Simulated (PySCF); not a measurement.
From one molecule to another.

First species: C2H5F3SSi.
SMILES: `FC(F)(F)CS[SiH3]`

Second species: C₂H₅F₃SSi.
SMILES with atom numbers: `[CH3:1][CH2:2][S:3][Si:4]([F:5])([F:6])[F:7]` (hydrogens: H8, H9, H10 on C1; H11, H12 on C2)

Levels: B3LYP/def2-SVPD for dipole moment, HOMO energy, LUMO energy, HOMO–LUMO gap, static isotropic polarisability and electronic spatial extent ⟨r²⟩ about the centre of nuclear charge; TDDFT B3LYP/def2-SVPD for lowest singlet excitation; TDA B3LYP/def2-SVPD for lowest triplet excitation (Tamm–Dancoff); GFN2-xTB for rotational constant A and rotational constant C. Geometries: GFN2-xTB. Each species is one conformer at its optimised geometry, gas phase, non-relativistic unless stated; the electronic structure was computed with PySCF and density fitting.

Dipoles, sizes and rotational constants follow the conformer. The torsions of the flexible species, by atom-mapped SMILES:
- `[F:1][C:2]([F:3])([F:4])[CH2:5][S:6][SiH3:7]`: F1–C2–C5–S6 70°, C2–C5–S6–Si7 -68°
- `[CH3:1][CH2:2][S:3][Si:4]([F:5])([F:6])[F:7]`: C1–C2–S3–Si4 -70°, C2–S3–Si4–F5 -162°

Values for the first species:

| Property | Result |
| --- | --- |
| Dipole moment | 1.84 D |
| HOMO energy | -7.12 eV |
| LUMO energy | -0.45 eV |
| HOMO–LUMO gap | 6.67 eV |
| Lowest singlet excitation | 5.65 eV |
| Lowest triplet excitation (Tamm–Dancoff) | 5.18 eV |
| Static isotropic polarisability | 75.3 au |
| Electronic spatial extent ⟨r²⟩ about the centre of nuclear charge | 1160 bohr² |
| Rotational constant A | 3.100 GHz |
| Rotational constant C | 0.997 GHz |

(1) Estimate the same properties for the second species, and the change in each.

## Answers

(1) 
```tsv
property	first	second	second less first
dipole moment	1.84 D	3.32 D	+1.48 D
HOMO energy	-7.12 eV	-7.73 eV	-0.61 eV
LUMO energy	-0.45 eV	-0.75 eV	-0.30 eV
HOMO–LUMO gap	6.67 eV	6.98 eV	+0.31 eV
lowest singlet excitation	5.65 eV	5.70 eV	+0.05 eV
lowest triplet excitation (Tamm–Dancoff)	5.18 eV	5.29 eV	+0.11 eV
static isotropic polarisability	75.3 au	67.4 au	-7.9 au
electronic spatial extent ⟨r²⟩ about the centre of nuclear charge	1160 bohr²	1104 bohr²	-56 bohr²
rotational constant A	3.100 GHz	2.700 GHz	-0.400 GHz
rotational constant C	0.997 GHz	1.125 GHz	+0.128 GHz
```

On the first: S1 lies 1.02 eV below the HOMO–LUMO gap; its leading configuration is HOMO→LUMO, weight 0.85.

On the second: S1 lies 1.28 eV below the HOMO–LUMO gap; its leading configuration is HOMO→LUMO, weight 0.98. The 8 singlets span 5.70 to 8.21 eV, and their oscillator strengths add up to 0.21.
